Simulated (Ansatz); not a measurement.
Computed with Ansatz on PBE0-D4/def2-TZVP structures; ΔE is electronic, products minus reactants. CBS: MP2 limit from def2 TZ/QZ plus the TZ coupled-cluster correction, frozen cores. Functionals use def2-TZVPP. B3LYP here is the variant with VWN-RPA as its local correlation; programs differ in this. HSE06 is defined as in plane-wave codes. For Br, Zn outer-core shells are correlated without core-valence functions, which leaves a few kJ/mol of doubt a bond. Scalar relativity is left out up to krypton. Each species was taken in one conformer, which may not be the lowest.

Reaction (ligand exchange at a Zn–Br bond): `[CH3][Zn][Br]` + `F[Si](F)(F)S` → `[CH3][Zn][S][Si](F)(F)F` + HBr

`[CH3][Zn][Br]`:

```xyz
6

C     0.126   -0.296    0.764
Zn   -0.167    0.393   -1.015
Br   -0.508    1.195   -3.086
H    -0.237    0.415    1.509
H     1.191   -0.465    0.933
H    -0.404   -1.241    0.896
```

`F[Si](F)(F)S`:

```xyz
6

F     0.760    1.434   -1.051
Si    0.313    0.107   -0.338
F     1.577   -0.557    0.324
F    -0.187   -0.906   -1.434
S    -1.167    0.600    1.051
H    -1.297   -0.679    1.448
```

`[CH3][Zn][S][Si](F)(F)F`:

Cartesian coordinates in Å:
```
C -0.695 2.346 0.185
Zn -0.095 0.721 -0.663
S 0.593 -1.060 -1.769
Si 0.651 -2.250 -0.084
F 2.086 -2.821 0.229
F -0.308 -3.497 -0.167
F 0.205 -1.426 1.204
H -0.294 2.403 1.198
H -0.358 3.219 -0.375
H -1.785 2.364 0.240
```

HBr:

Cartesian coordinates in Å:
```
Br -0.136 0.084 0.692
H 0.136 -0.084 -0.692
```

```csv
level,ΔE (kJ/mol),difference from CCSD(T)/CBS
LDA (SPW92),28.6,-7.5
PBE-D4,30.1,-6.0
revPBE-D4,29.0,-7.1
BLYP-D4,32.7,-3.4
r2SCAN-D4,33.3,-2.8
B97M-V,32.0,-4.1
PBE0-D4,33.7,-2.4
r2SCANh-D4,34.5,-1.6
r2SCAN0-D4,36.2,0.1
CAM-B3LYP-D4,37.1,1.0
ωB97X-V,36.4,0.3
ωB97M-V,35.1,-1.0
PBE-QIDH,36.8,0.7
PBE,34.3,-1.8
revPBE,37.0,0.9
BLYP,40.9,4.8
PBE0,37.5,1.4
B3LYP,42.3,6.2
r2SCANh,35.9,-0.2
r2SCAN0,37.8,1.7
HSE06,37.7,1.6
BHLYP,46.0,9.9
CAM-B3LYP,41.2,5.1
LC-ωPBE,36.1,0.0
RPA@PBE/def2-TZVPP,32.0,-4.1
HF/def2-SVP,43.3,7.2
MP2/def2-SVP,30.5,-5.6
CCSD/def2-SVP,32.4,-3.7
CCSD(T)/def2-SVP,30.1,-6.0
HF/def2-TZVPP,56.5,20.4
MP2/def2-TZVPP,32.5,-3.6
SCS-MP2/def2-TZVPP,35.8,-0.3
CCSD/def2-TZVPP,37.8,1.7
CCSD(T)/def2-TZVPP,34.1,-2.0
HF/def2-QZVPP,56.7,20.6
MP2/def2-QZVPP,33.7,-2.4
SCS-MP2/def2-QZVPP,36.8,0.7
HF/CBS(def2),56.8,20.7
MP2/CBS(def2),34.5,-1.6
CCSD/CBS(def2),39.7,3.6
CCSD(T)/CBS,36.1,0
```

Largest T1 diagnostic among the species: 0.013.

From PBE to PBE0 (25 % exact exchange), in def2-TZVPP and without D4, ΔE moves by +3.2 kJ/mol. The D4 term adds −6.7 kJ/mol with B3LYP and −3.8 kJ/mol with PBE0; it sums over pairs of atoms, weighted by their polarisabilities, and B3LYP, whose exchange is more repulsive, gets the larger term.
